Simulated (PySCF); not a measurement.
Al(Cl)(F)(OSiH3) (AlClFH3OSi), SMILES [F][Al]([Cl])[O][SiH3].

Coordinates come from a B3LYP-D3(BJ)/def2-SVP optimisation. The structure was generated by enumeration; whether it is a known compound was not checked. One conformer was computed; it need not be the lowest.

Level of theory: PBE/def2-TZVP (PySCF).

Gas-phase values at a fixed geometry.

The total energy is -1168.69201 hartree, the highest occupied level is -7.63 eV and the lowest empty level is -2.12 eV. The orbital gap is 5.51 eV and the dipole moment comes out as 1.17 D. The quadrupole, principal values (traceless, Buckingham form, about the centre of nuclear charge) comes out as -5.83, -0.80, 6.63 D·Å and the mean static polarisability is 62.9 bohr³ (9.32 Å³). The polarisability, principal values is 53.5, 60.1, 75.1 bohr³.
